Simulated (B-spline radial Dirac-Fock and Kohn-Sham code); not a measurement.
## Dipole and non-dipole photoemission parameters of Ca 3p3/2

System: the Ca atom, [Ar] 4s2; threshold 32.80 eV (orbital energy of the model). Method: Dirac-Hartree-Slater photoionisation with a Latter tail; cross sections with all multipoles, angular parameters from the dipole term and its interference with E2. Computed with a radial atomic solver.

Input file task.json (cfg lists n, l and occupation; rrms is the nuclear radius in fm):

```json
{"items": [{
  "Z": 20,
  "q": 0,
  "cfg": [[1, 0, 2], [2, 0, 2], [2, 1, 6], [3, 0, 2], [3, 1, 6], [4, 0, 2]],
  "A": 40,
  "rrms": 3.4776,
  "do": "xps",
  "hv": [60.5, 80, 100, 102.0, 115.0, 117.0, 150, 171.0, 186.0, 237.0, 277.0, 300, 501.0, 639.0, 667.0, 722.0, 919.0, 1000, 1253.6, 1650.0, 1950.0, 2040.0, 2460.0, 4400.0, 4680.0, 5414.7, 7870.0, 8047.8, 8770.0, 9750.0],
  "edges": {"K": 4038.5, "L1": 438.4, "L2": 349.7, "L3": 346.2}
}]}
```

Launch: `python xray2_run.py task.json out`

For linearly polarised light dσ/dΩ = σ/(4π) [1 + β P₂(cos θ) + (δ + γ cos²θ) sin θ cos φ], with θ from the polarisation vector and φ the angle between the beam and the projection of the electron momentum on the plane normal to the polarisation.

```
hν (eV)  σ (kb)       β       γ       δ
   60.5     719  -0.109   0.125   0.012
     80     901   0.733   0.112  -0.003
    100     895   1.125   0.052  -0.005
    102     888   1.151   0.047  -0.005
    115     829   1.281   0.021  -0.004
    117     819   1.297   0.018  -0.004
    150     647   1.467  -0.014  -0.001
    171     548   1.525  -0.021   0.000
    186     487   1.555  -0.021   0.001
    237     333   1.610  -0.008   0.003
    277     252   1.628   0.011   0.004
    300     217   1.632   0.024   0.005
    501    73.8   1.601   0.143   0.009
    639    41.7   1.557   0.219   0.012
    667    37.6   1.548   0.233   0.013
    722    30.9   1.530   0.261   0.014
    919    16.8   1.465   0.348   0.019
   1000    13.5   1.440   0.380   0.022
 1253.6    7.33   1.365   0.469   0.029
   1650    3.38   1.261   0.581   0.041
   1950    2.07   1.193   0.649   0.050
   2040       ?       ?       ?       ?
   2460    1.03   1.091   0.744   0.066
   4400   0.160   0.822   0.958   0.127
   4680   0.130   0.793   0.978   0.135
 5414.7  0.0798   0.727   1.024   0.157
   7870  0.0220   0.564   1.136   0.221
 8047.8  0.0203   0.555   1.143   0.225
   8770  0.0150   0.520   1.169   0.242
   9750  0.0103   0.477   1.201   0.265
```

Q: Give the values at 2040 eV.

A: σ = 1.81 kb, β = 1.173, γ = 0.668, δ = 0.053.
